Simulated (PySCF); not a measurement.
## Calculated data, Al$_{2}$H$_{4}$O$_{2}$, AlBH$_{6}$OSi

Calculation on a computer-drawn molecule: the log of a Hartree-Fock and frozen-core CCSD(T) single point meant for a local Hartree-Fock minimum, with one planted fault or none, to be diagnosed. Offsets are logged minus clean, where the clean run is the same molecule without the fault. The reference is restricted for singlets and unrestricted otherwise, and also for a bond in bohr or an excited solution. Adding or removing an electron swaps singlet and doublet. The excited solution moves the top pair (singlet) or top alpha electron (doublet) to the lowest empty orbital. Highest occupied and lowest empty are orbital energies over both spins, largest force is the largest gradient component, triples share is (T) over the correlation energy, the T1 limit is 0.02 restricted and 0.045 unrestricted, electrons count all cores, a negative frequency is imaginary (commonest isotopes), and the dipole is about the centre of nuclear charge. Program: PySCF 2.14.0.

Common to all runs: meant charge 0; meant multiplicity 1; meant basis cc-pV(D+d)Z; logged electrons 45; logged SCF converged yes; logged CC converged yes; logged SCF stable within its kind yes; possible faults no fault, one electron removed, one electron added, multiplicity raised by two, geometry at a saddle point, SCF held on an excited solution, minimal basis STO-3G, one bond length entered in bohr, all coordinates scaled.

(1) 
```xyz
8
formula=Al2H4O2 logged_basis_functions=94 logged_spin_squared=0.7903 logged_highest_occupied=-17.069 logged_lowest_empty=-7.6028 logged_largest_force=0.067884 logged_T1_diagnostic=0.024681 logged_D1_diagnostic=0.09711 logged_triples_share=0.02282 logged_dipole_magnitude=2.5985 logged_energy_HF=-635.69289 logged_energy_CCSD(T)=-636.2208 planted_fault=one_electron_removed HF_energy_offset_from_clean_run=194.5 CCSD(T)_energy_offset_from_clean_run=205.3
O     -1.3170    -3.2484     1.0301
Al    -1.5928    -2.2832     2.4026
Al     0.0890    -0.3394     2.7810
O     -0.4923     1.2230     2.4451
H     -1.8345    -3.9795     0.7338
H     -2.8446    -2.6636     3.3062
H      1.5927    -0.4516     3.2853
H     -0.0160     2.0348     2.5100
```

Units: logged_highest_occupied, logged_lowest_empty in eV; logged_largest_force in hartree/bohr; logged_dipole_magnitude in debye; logged_energy_HF, logged_energy_CCSD(T) in hartree; HF_energy_offset_from_clean_run, CCSD(T)_energy_offset_from_clean_run in kcal/mol.

Drawn bonds:
```tsv
atom	other atom	order
1	2	1
2	3	1
3	4	1
1	5	1
2	6	1
3	7	1
4	8	1
```

(2) 
```xyz
10
formula=AlBH6OSi logged_basis_functions=104 logged_spin_squared=0.7756 logged_highest_occupied=-16.908 logged_lowest_empty=-7.5015 logged_largest_force=0.051644 logged_T1_diagnostic=0.023035 logged_D1_diagnostic=0.10118 logged_triples_share=0.024242 logged_dipole_magnitude=2.5351 logged_energy_HF=-633.5893 logged_energy_CCSD(T)=-634.06875 planted_fault=one_electron_removed HF_energy_offset_from_clean_run=200 CCSD(T)_energy_offset_from_clean_run=213.2
O     -1.6570     1.4751    -0.4412
Al    -0.6964     0.2676     0.2614
B      0.9591     0.9345     1.4414
Si     2.8586     1.3346     0.8067
H     -2.4161     1.3791    -0.9918
H     -1.0623    -1.2531    -0.0038
H      0.8091     1.0976     2.6269
H      3.7951     0.3867     1.4690
H      3.2456     2.7180     1.1879
H      3.0499     1.1994    -0.6606
```

Units: logged_highest_occupied, logged_lowest_empty in eV; logged_largest_force in hartree/bohr; logged_dipole_magnitude in debye; logged_energy_HF, logged_energy_CCSD(T) in hartree; HF_energy_offset_from_clean_run, CCSD(T)_energy_offset_from_clean_run in kcal/mol.

Drawn bonds:
```tsv
atom	other atom	order
1	2	1
2	3	1
3	4	1
1	5	1
2	6	1
3	7	1
4	8	1
4	9	1
4	10	1
```
